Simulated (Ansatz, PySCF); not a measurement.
propoxy(silyl)silane (C₃H₁₂OSi₂), SMILES CCCO[SiH2][SiH3]. Atoms are numbered in the order given.

```xyz
18

C     -3.0294    -0.0174    -0.7183
C     -2.6788     0.1063     0.7549
C     -1.3754    -0.5764     1.1155
O     -0.3174     0.0129     0.3937
Si     1.2455    -0.5728     0.3856
Si     2.4390     0.8086    -1.0767
H     -2.2251     0.4025    -1.3399
H     -3.9610     0.5165    -0.9576
H     -3.1626    -1.0718    -1.0103
H     -3.4764    -0.3255     1.3831
H     -2.5983     1.1698     1.0366
H     -1.1898    -0.4892     2.2033
H     -1.4417    -1.6589     0.8828
H      1.8353    -0.5421     1.7650
H      1.2678    -2.0023    -0.0708
H      2.4144     2.2222    -0.5917
H      3.8620     0.3514    -1.1542
H      1.8405     0.7513    -2.4454
```

The structure is a stationary point at PBE0-D3(BJ)/def2-SVP. One conformer was computed; it need not be the lowest.

Two levels are set side by side: PBE-D3(BJ)/def2-SVP (Ansatz, a first-principles code) and PBE0-D3(BJ)/def2-SVP (Ansatz). Each level has its own optimised geometry; the coordinates shown are those of the second. Frequencies come from the Hessian of PySCF at each geometry. Differences are taken from unrounded values.

```json
[
 {"quantity": "mean bond length (Å)", "PBE0-D3(BJ)": "1.392", "PBE-D3(BJ)": "1.402", "PBE-D3(BJ) minus PBE0-D3(BJ)": "0.010"},
 {"quantity": "bond C1–C2 (Å)", "PBE0-D3(BJ)": "1.519", "PBE-D3(BJ)": "1.528", "PBE-D3(BJ) minus PBE0-D3(BJ)": "0.009"},
 {"quantity": "bond C2–C3 (Å)", "PBE0-D3(BJ)": "1.515", "PBE-D3(BJ)": "1.524", "PBE-D3(BJ) minus PBE0-D3(BJ)": "0.009"},
 {"quantity": "bond C3–O4 (Å)", "PBE0-D3(BJ)": "1.410", "PBE-D3(BJ)": "1.426", "PBE-D3(BJ) minus PBE0-D3(BJ)": "0.016"},
 {"quantity": "bond O4–Si5 (Å)", "PBE0-D3(BJ)": "1.669", "PBE-D3(BJ)": "1.686", "PBE-D3(BJ) minus PBE0-D3(BJ)": "0.017"},
 {"quantity": "bond Si5–Si6 (Å)", "PBE0-D3(BJ)": "2.339", "PBE-D3(BJ)": "2.347", "PBE-D3(BJ) minus PBE0-D3(BJ)": "0.008"},
 {"quantity": "bond C1–H7 (Å)", "PBE0-D3(BJ)": "1.100", "PBE-D3(BJ)": "1.108", "PBE-D3(BJ) minus PBE0-D3(BJ)": "0.008"},
 {"quantity": "bond C1–H8 (Å)", "PBE0-D3(BJ)": "1.100", "PBE-D3(BJ)": "1.108", "PBE-D3(BJ) minus PBE0-D3(BJ)": "0.008"},
 {"quantity": "bond C1–H9 (Å)", "PBE0-D3(BJ)": "1.102", "PBE-D3(BJ)": "1.110", "PBE-D3(BJ) minus PBE0-D3(BJ)": "0.008"},
 {"quantity": "bond C2–H10 (Å)", "PBE0-D3(BJ)": "1.103", "PBE-D3(BJ)": "1.112", "PBE-D3(BJ) minus PBE0-D3(BJ)": "0.008"},
 {"quantity": "bond C2–H11 (Å)", "PBE0-D3(BJ)": "1.103", "PBE-D3(BJ)": "1.112", "PBE-D3(BJ) minus PBE0-D3(BJ)": "0.008"},
 {"quantity": "bond C3–H12 (Å)", "PBE0-D3(BJ)": "1.107", "PBE-D3(BJ)": "1.116", "PBE-D3(BJ) minus PBE0-D3(BJ)": "0.009"},
 {"quantity": "bond C3–H13 (Å)", "PBE0-D3(BJ)": "1.109", "PBE-D3(BJ)": "1.118", "PBE-D3(BJ) minus PBE0-D3(BJ)": "0.009"},
 {"quantity": "bond Si5–H14 (Å)", "PBE0-D3(BJ)": "1.501", "PBE-D3(BJ)": "1.512", "PBE-D3(BJ) minus PBE0-D3(BJ)": "0.012"},
 {"quantity": "bond Si5–H15 (Å)", "PBE0-D3(BJ)": "1.501", "PBE-D3(BJ)": "1.513", "PBE-D3(BJ) minus PBE0-D3(BJ)": "0.012"},
 {"quantity": "bond Si6–H16 (Å)", "PBE0-D3(BJ)": "1.495", "PBE-D3(BJ)": "1.505", "PBE-D3(BJ) minus PBE0-D3(BJ)": "0.010"},
 {"quantity": "bond Si6–H17 (Å)", "PBE0-D3(BJ)": "1.497", "PBE-D3(BJ)": "1.507", "PBE-D3(BJ) minus PBE0-D3(BJ)": "0.010"},
 {"quantity": "highest harmonic wavenumber (cm⁻¹)", "PBE0-D3(BJ)": "3165", "PBE-D3(BJ)": "3074", "PBE-D3(BJ) minus PBE0-D3(BJ)": "-90"},
 {"quantity": "mean harmonic wavenumber (cm⁻¹)", "PBE0-D3(BJ)": "1292", "PBE-D3(BJ)": "1249", "PBE-D3(BJ) minus PBE0-D3(BJ)": "-43"},
 {"quantity": "zero-point energy (kcal/mol)", "PBE0-D3(BJ)": "88.67", "PBE-D3(BJ)": "85.71", "PBE-D3(BJ) minus PBE0-D3(BJ)": "-2.96"}
]
```

GGA bonds tend to be longer and softer than those of functionals with exact exchange. Differences between two approximate levels are no errors against the true value.
